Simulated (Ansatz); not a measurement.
Geometry optimisation, RKS B3LYP/6-31G* in Ansatz 0.2.0.

The input (input.yaml):

```yaml
crystal:
  periodic: [false, false, false]
  atoms:
    - { symbol: B, position_ang: [-0.06758, -0.066511, 0.143404] }
    - { symbol: "N", position_ang: [-0.02148, -0.375416, 1.593628] }
    - { symbol: H, position_ang: [-0.842675, -0.520805, 2.159685] }
    - { symbol: H, position_ang: [0.821024, -0.205176, 2.121685] }
    - { symbol: F, position_ang: [1.089068, 0.279294, -0.453979] }
    - { symbol: "N", position_ang: [-1.243397, -0.168004, -0.630525] }
    - { symbol: H, position_ang: [-2.119781, -0.511949, -0.271685] }
    - { symbol: H, position_ang: [-1.23409, -0.036939, -1.631085] }
    - { symbol: H, position_ang: [-0.559291, 2.213969, 0.728715] }
    - { symbol: H, position_ang: [-0.413999, 1.845338, 1.315557] }
basis:
  gaussian: { orbitals: "6-31G*" }
hamiltonian:
  xc: b3lyp
relax:
  f_tol: 0.03
  max_steps: 50
output:
  orbitals: {}
```

Launched with:

```bash
$ ansatz run input.yaml --threads 1 --pin off --max-ram 2048MiB --backend cpu --events-out ev --progress --plain --runs-dir out
```

**Question.** Where does it end, and by what steps?

**Answer.** It converged. The force dipped under the threshold on the way, but the program's further checks kept it going. After 21 steps the energy has fallen by 0.364 eV; H9 moved furthest, 1.55 Å.

```csv
step,energy less start (eV),largest force component (eV/Å),accepted
0,0.0000,1.919,yes
1,-0.2015,0.994,yes
2,-0.2793,0.272,yes
3,-0.3127,0.130,yes
4,-0.3301,0.089,yes
5,-0.3412,0.085,yes
6,-0.3317,1.025,no
7,-0.3477,0.084,yes
8,-0.3496,0.443,yes
9,-0.3550,0.145,yes
10,-0.3541,0.264,no
11,-0.3580,0.064,yes
12,-0.3597,0.131,yes
13,-0.3609,0.072,yes
14,-0.3623,0.132,yes
15,-0.3629,0.066,yes
16,-0.3633,0.038,yes
17,-0.3634,0.045,yes
18,-0.3636,0.032,yes
19,-0.3637,0.013,yes
20,-0.3638,0.014,yes
21,-0.3638,0.019,yes
```

```xyz
10
Properties=species:S:1:pos:R:3
B -0.042 -0.412 -0.021
N -0.060 -0.173 1.379
H -0.885 -0.240 1.954
H 0.799 -0.093 1.902
F 1.158 -0.407 -0.647
N -1.200 -0.648 -0.802
H -2.143 -0.618 -0.449
H -1.139 -0.755 -1.803
H -0.616 3.252 1.872
H -0.464 2.546 1.691
```

Whether the end is a true minimum wasn't checked by a vibrational analysis.

Time of the run: 58 s on 1 thread of Arm Neoverse V1 (shared host), peak memory 0.14 GiB.
